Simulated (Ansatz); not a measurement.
Computed with Ansatz on PBE0-D4/def2-TZVP structures; ΔE is electronic, products minus reactants. CCSD(T)/CBS is the MP2 limit (def2-TZVPP, def2-QZVPP) plus CCSD(T) − MP2 in def2-TZVPP, frozen cores. This one scheme is used for every species. Functionals use def2-TZVPP. HSE06 is defined as in plane-wave codes. For Ga outer-core shells are correlated without core-valence functions, which leaves a few kJ/mol of doubt a bond. Scalar relativity is left out up to krypton. Each species was taken in one conformer, which may not be the lowest.

`[SiH3][S][GaH][SiH3]` + `BS` → `B[S][GaH][SiH3]` + `[SiH3]S`  (ligand exchange at a Ga–S bond)

```
          level  ΔE (kcal/mol)  difference from CCSD(T)/CBS
        BLYP-D4            5.4                          0.2
      r2SCAN-D4            5.6                          0.4
         B2PLYP            5.2                          0.0
         r2SCAN            5.6                          0.4
        r2SCAN0            5.4                          0.2
          HSE06            5.3                          0.1
  CCSD/def2-SVP            5.9                          0.7
  HF/def2-TZVPP            4.9                         -0.3
 MP2/def2-TZVPP            5.0                         -0.2
CCSD/def2-TZVPP            4.8                         -0.4
    CCSD(T)/CBS            5.2                            0
```

What do rigid-rotor, harmonic-oscillator terms from PBE0-D4/def2-TZVP frequencies (298.15 K, 1 bar) make of the CCSD(T)/CBS value? (Best estimate.)

Computed: ΔZPE = -0.3 kcal/mol, ΔH = +4.8 kcal/mol, ΔS = -9 J/(mol·K), ΔG = +5.5 kcal/mol. Modes under 50 cm⁻¹ make the entropy rough.

Largest T1 diagnostic among the species: 0.015.

Leaving LDA and LC-ωPBE aside and taking each functional with its dispersion term where it has one, the values, not all of them listed here, spread over 0.7 kcal/mol, from ωB97M-V to r2SCAN-D4. At CCSD(T), def2-SVP lies +0.8 kcal/mol from the extrapolated value and def2-TZVPP −0.3 kcal/mol.
